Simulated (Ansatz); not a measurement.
```yaml
crystal:
  periodic: [false, false, false]
  atoms:
    - {symbol: F, position_ang: [-0.772706, -1.944572, 0.412531]}
    - {symbol: B, position_ang: [-0.384533, -0.755699, 0.037479]}
    - {symbol: C, position_ang: [0.396004, 0.524024, 0.098189]}
    - {symbol: O, position_ang: [-0.652115, 0.102430, -0.934629]}
    - {symbol: h, position_ang: [1.383336, 0.629245, -0.341887]}
    - {symbol: H, position_ang: [0.072014, 1.380472, 0.682218]}
basis:
  gaussian: {orbitals: def2-mTZVPP}
magnetization: {spin_polarized: true, initial_magnetization: 2}
hamiltonian: {xc: {name: B2PLYP}}
scf: {lower_state_search: full}
output: {forces: true}
```

```sh
$ ansatz run in.yaml --threads 2 --pin off --events-out ev --progress --plain --max-ram 4352MiB
```

Task: How does Ansatz answer? (Estimate.)

Result: Computed: The program refused the input.
```
Error: YAML parse error: error: line 8 column 16: `h` is not an element symbol (H … Og, case-exact)
 6 |     - {symbol: C, position_ang: [0.396004, 0.524024, 0.098189]}
 7 |     - {symbol: O, position_ang: [-0.652115, 0.102430, -0.934629]}
 8 |     - {symbol: h, position_ang: [1.383336, 0.629245, -0.341887]}
 9 |     - {symbol: H, position_ang: [0.072014, 1.380472, 0.682218]}
10 | basis:
```
